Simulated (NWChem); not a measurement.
Everything below was run with NWChem. System: hexafluoroantimonate (F6Sb (-1)), charge -1, spin multiplicity 1, at a geometry optimised with PBE0/def2-SVP with def2 effective core potentials on Sb. Level: RHF/def2-SVPD with def2 effective core potentials on Sb.

Job file:

```
start mol
memory heap 200 mb stack 900 mb global 1100 mb
charge -1
geometry units angstroms nocenter noautoz
  F     -1.922181     0.000000     0.000000
  Sb     0.000000     0.000000     0.000000
  F      0.000000     0.000000     1.922182
  F      0.000000     1.922180     0.000000
  F      0.000000    -1.922180     0.000000
  F      1.922181     0.000000     0.000000
  F      0.000000     0.000000    -1.922182
  symmetry group D2h
end
basis spherical
  * library def2-svpd
end
ecp
  Sb library def2-ecp
end
scf
  rhf
  nopen 0
  maxiter 100
  thresh 1e-7
  semidirect memsize 60000000 filesize 0
end
task scf energy
```

Part of the output:

```
             Northwest Computational Chemistry Package (NWChem) 7.3.0
             --------------------------------------------------------

                                NWChem Input Module
                                -------------------

 Scaling coordinates for geometry "geometry" by  1.889725989
 (inverse scale =  0.529177249)

 Turning off AUTOSYM since
 SYMMETRY directive was detected!

                             Geometry "geometry" -> ""
                             -------------------------

 Output coordinates in angstroms (scale by  1.889725989 to convert to a.u.)

  No.       Tag          Charge          X              Y              Z
 ---- ---------------- ---------- -------------- -------------- --------------
    1 F                    9.0000    -1.92218100     0.00000000     0.00000000
    2 Sb                  51.0000     0.00000000     0.00000000     0.00000000
    3 F                    9.0000     0.00000000     0.00000000     1.92218200
    4 F                    9.0000     0.00000000     1.92218000     0.00000000
    5 F                    9.0000     0.00000000    -1.92218000     0.00000000
    6 F                    9.0000     1.92218100     0.00000000     0.00000000
    7 F                    9.0000     0.00000000     0.00000000    -1.92218200

 Effective nuclear repulsion energy (a.u.)     980.8425042814

            Nuclear Dipole moment (a.u.)
            ----------------------------
        X                 Y               Z
 ---------------- ---------------- ----------------
     0.0000000000     0.0000000000     0.0000000000

      Symmetry information
      --------------------

 Group name             D2h
 Group number             26
 Group order               8
 No. of unique centers     4

      Symmetry unique atoms

     1    2    3    4


 Summary of "ao basis" -> "" (spherical)
 ------------------------------------------------------------------------------
       Tag                 Description            Shells   Functions and Types
 ---------------- ------------------------------  ------  ---------------------
 *                         def2-svpd                  on all atoms
[...]
 Vector   40  Occ=0.000000D+00  E= 1.993030D-01  Symmetry=ag
              MO Center= -4.9D-15,  5.1D-16,  2.4D-15, r^2= 1.1D+01
   Bfn.  Coefficient  Atom+Function         Bfn.  Coefficient  Atom+Function
  ----- ------------  ---------------      ----- ------------  ---------------
    27      3.666143  2 Sb s                 28      3.297814  2 Sb s
     4     -1.235798  1 F  s                 59     -1.235797  3 F  s
    82     -1.235799  4 F  s                105     -1.235799  5 F  s
   128     -1.235798  6 F  s                151     -1.235797  7 F  s
    11     -0.489401  1 F  px                68      0.489401  3 F  pz

 Vector   41  Occ=0.000000D+00  E= 2.788989D-01  Symmetry=ag
              MO Center=  5.2D-16, -6.1D-17, -8.0D-16, r^2= 7.4D+00
   Bfn.  Coefficient  Atom+Function         Bfn.  Coefficient  Atom+Function
  ----- ------------  ---------------      ----- ------------  ---------------
    28      3.816163  2 Sb s                 27      1.793594  2 Sb s
    26     -1.264410  2 Sb s                  4     -1.243746  1 F  s
    59     -1.243744  3 F  s                 82     -1.243747  4 F  s
   105     -1.243747  5 F  s                128     -1.243746  6 F  s
   151     -1.243744  7 F  s                 24      0.347393  2 Sb s

 Vector   42  Occ=0.000000D+00  E= 2.828193D-01  Symmetry=b2u
              MO Center= -4.0D-17,  6.4D-16, -3.9D-17, r^2= 1.5D+01
   Bfn.  Coefficient  Atom+Function         Bfn.  Coefficient  Atom+Function
  ----- ------------  ---------------      ----- ------------  ---------------
    39      2.782364  2 Sb py                82     -2.470466  4 F  s
   105      2.470466  5 F  s                 90      1.828667  4 F  py
   113      1.828667  5 F  py                36      0.340768  2 Sb py
    12      0.235758  1 F  py                67      0.235757  3 F  py
   136      0.235758  6 F  py               159      0.235757  7 F  py

 center of mass
 --------------
 x =   0.00000000 y =   0.00000000 z =   0.00000000

 moments of inertia (a.u.)
 ------------------
        1002.682073221462           0.000000000000           0.000000000000
           0.000000000000        1002.682594859025           0.000000000000
           0.000000000000           0.000000000000        1002.681551583628

  Mulliken analysis of the total density
  --------------------------------------

    Atom       Charge   Shell Charges
 -----------   ------   -------------------------------------------------------
    1 F    9     9.87   1.99  1.12  0.84  0.10  3.31  2.24  0.26  0.00  0.00
    2 Sb  23    18.79   2.10 -0.10  0.85 -0.81  0.04  2.98  3.03  0.93 -0.68  9.90  0.60 -0.07
    3 F    9     9.87   1.99  1.12  0.84  0.10  3.31  2.24  0.26  0.00  0.00
    4 F    9     9.87   1.99  1.12  0.84  0.10  3.31  2.24  0.26  0.00  0.00
    5 F    9     9.87   1.99  1.12  0.84  0.10  3.31  2.24  0.26  0.00  0.00
    6 F    9     9.87   1.99  1.12  0.84  0.10  3.31  2.24  0.26  0.00  0.00
    7 F    9     9.87   1.99  1.12  0.84  0.10  3.31  2.24  0.26  0.00  0.00

       Multipole analysis of the density wrt the origin
       ------------------------------------------------

     L   x y z        total         open         nuclear
     -   - - -        -----         ----         -------
     0   0 0 0     -1.000000      0.000000     77.000000

     1   1 0 0     -0.000000      0.000000      0.000000
     1   0 1 0      0.000000      0.000000      0.000000
     1   0 0 1     -0.000000      0.000000      0.000000

     2   2 0 0    -50.278124      0.000000    237.497333
     2   1 1 0     -0.000000      0.000000      0.000000
     2   1 0 1     -0.000000      0.000000      0.000000
     2   0 2 0    -50.278099      0.000000    237.497086
     2   0 1 1      0.000000      0.000000      0.000000
     2   0 0 2    -50.278149      0.000000    237.497580

 Task  times  cpu:        3.5s     wall:        3.5s

 Total times  cpu:        3.5s     wall:        3.5s
```
